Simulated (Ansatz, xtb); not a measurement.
# Relative energy of two isomers of C5H5Br

Structure X is `BrC1C=CC=C1`, a singlet and structure Y is `BrC1=CCC=C1`, a singlet. Both are isolated molecules in the gas phase, relaxed with B3LYP-D3(BJ)/def2-SVP.

Energies in hartree; the thermal terms are from GFN2-xTB frequencies at re-optimised GFN2-xTB minima (ideal gas, soft modes damped towards free rotors, one conformer each, 298.15 K, 1 atm) and include the zero-point energy:

|  | X | Y |
| --- | --- | --- |
| E, CCSD(T)/def2-SVP | −2765.127862 | −2765.130445 |
| E, MP2/def2-SVP | −2765.054064 | −2765.058060 |
| E, MP2/def2-TZVPP | −2765.765654 | −2765.769533 |
| zero-point energy | 0.080960 | 0.080774 |
| H(298 K) − E | 0.087422 | 0.087249 |
| G(298 K) − E | 0.050408 | 0.050514 |

**Question.** Correct the CCSD(T) difference for the basis set by the MP2 change, then work out ΔE, ΔE₀, ΔH and ΔG for X → Y in kcal/mol (1 Eh = 627.51 kcal/mol) and the equilibrium ratio [Y]/[X].

**Answer.** 1. Differences Y − X: CCSD(T) −0.002583, MP2 in the small set −0.003996, MP2 in the large set −0.003879 Eh.
2. ΔE = −0.002583 + (−0.003879 − (−0.003996)) = −0.002466 Eh = −1.55 kcal/mol.
3. ΔE₀ = ΔE + ΔZPE = −0.002466 + (−0.000186) Eh = −1.66 kcal/mol.
4. ΔH = ΔE + (−0.000173) Eh = −1.66 kcal/mol.
5. ΔG = ΔE + (+0.000106) Eh = −1.48 kcal/mol, so ΔS = (ΔH − ΔG)/T = −2.5 J/(mol K).
6. kT = 0.9442 mEh, so K = [Y]/[X] = exp(−ΔG/kT) = exp(+2.50) ≈ 12.

Structure Y is favoured at this temperature. An error of 1 kcal/mol in ΔG would change K by a factor of 5.4. Mirror images and further conformers aren't counted.

As drawn, both hold the same kinds of bond in the same numbers.

Other levels gave ΔE = −4.9 (GFN2-xTB); −5.6 (HF/STO-3G, GFN2-xTB geometries); −3.3 (r2SCAN-D4/def2-SVP, GFN2-xTB geometries); −2.1 (B3LYP-D3(BJ)/def2-SVP); −0.8 (HF/def2-SVP); −2.5 (MP2/def2-SVP); −1.6 (CCSD(T)/def2-SVP) kcal/mol. The correlated steps freeze 14 core orbitals; the filled d shell of Br is correlated, in a basis made for valence electrons. Programs: Ansatz 0.2.0, xtb 6.7.1.
